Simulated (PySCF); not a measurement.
# Ionisation energy of Ni by level of theory

Ni [Ar] 3d8 4s2 (3F) → Ni⁺ [Ar] 3d9 (2D), as a difference of total energies. Calculation: PySCF 2.14, in def2-SVP; no relativity, point nucleus. Correlated levels: valence: [Ar] frozen. The calculations carry no spin-orbit coupling.

**Question.** Order these methods by the ionisation energy they give, lowest first.
A. UHF
B. r2SCAN
C. SCS-MP2 (valence)
D. MN15

**Answer.** D (6.450 eV), C (7.066 eV), B (7.992 eV), A (8.102 eV).

These non-relativistic numbers lack the scalar-relativistic shift.

The reference lies between the lowest fine-structure levels, while these numbers refer to the centres of the terms.

Errors of the correlated levels include the incompleteness of this basis and the frozen core.

MP2 underrates the near-degeneracy of ns² with np² in the lower species.

For comparison: 7.640 eV (measured; NIST Atomic Spectra Database, ionization energies).
